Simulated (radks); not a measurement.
Initial-state core-level shifts of the argon ion Ar2+ when its valence configuration changes from [Ne] 3s2 3p4. All-electron calculation, scalar-relativistic Kohn-Sham, PBE, spin-polarised, spherical densities, finite nucleus; open shells are filled with parallel spins first; Fermi nuclear charge, rms radius 3.4274 fm. Program: a radial shooting solver on a logarithmic mesh with Libxc functionals. Shifts are changes of the shell-averaged eigenvalues in eV (positive: less bound); the change of the density at the nucleus, which sets a Mossbauer isomer shift, is in e/bohr^3, on a base of 4358.

| valence | 1s | 2s | 2p | density at nucleus |
|---|---|---|---|---|
| 3s1 3p5 | -1.137 | -1.171 | -1.145 | -19.1153 |
| 3p6 | -2.371 | -2.429 | -2.376 | -38.7888 |
| 3s0.5 3p5.5 | -1.800 | -1.840 | -1.801 | -28.9387 |
| 3s1.5 3p4.5 | -0.570 | -0.587 | -0.574 | -9.5453 |
